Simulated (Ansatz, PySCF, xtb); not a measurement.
Complex: AsH3 (SMILES [AsH3]) (first 4 atoms) with HBr (SMILES Br); geometry from B3LYP-D3(BJ)/def2-TZVP, rigid monomers moved along the line of their centres of mass till As1···H6 is 2.33 Å.
(charge 0, multiplicity 1):
```xyz
6

As    -0.246    -0.200     0.144
H     -0.931     0.733    -0.842
H     -0.416    -1.419    -0.748
H      1.145     0.109    -0.387
Br    -1.062    -0.238     3.827
H     -0.751    -0.223     2.421
```

Monomers are frozen at their geometry in the pair; levels with a basis set take the counterpoise correction.

Frozen-core correlation. Filled d and f shells under p-block atoms count as core. CBS(a, b) extrapolates the correlation energy as X⁻³ and adds the Hartree–Fock energy of set b.

The values were computed with Ansatz (Gaussian orbitals); PySCF for the dispersion terms; xtb for the GFN methods. 

```
level                                  interaction energy (kcal/mol)
-------------------------------------  -----------------------------
GFN-FF                                                         -1.36
PBE-D3(BJ)/def2-TZVPPD                                         -3.54
PBE-D4/def2-TZVPPD                                             -3.50
B3LYP-D4/def2-TZVPPD                                           -2.23
PBE0-D3(BJ)/def2-TZVPPD                                        -3.10
wB97M-V/def2-TZVPPD                                            -1.22
MP2/CBS(aug-cc-pVDZ, aug-cc-pVTZ)                              -2.07
SCS-MP2/aug-cc-pVDZ                                       (withheld)
CCSD(T)/CBS(aug-cc-pVDZ, aug-cc-pVTZ)                     (withheld)
```

Question: Complete the blanks.

Answer: 
- SCS-MP2/aug-cc-pVDZ, interaction energy (kcal/mol): 0.30
- CCSD(T)/CBS(aug-cc-pVDZ, aug-cc-pVTZ), interaction energy (kcal/mol): -1.30

Ansatz is a program for electronic structure.
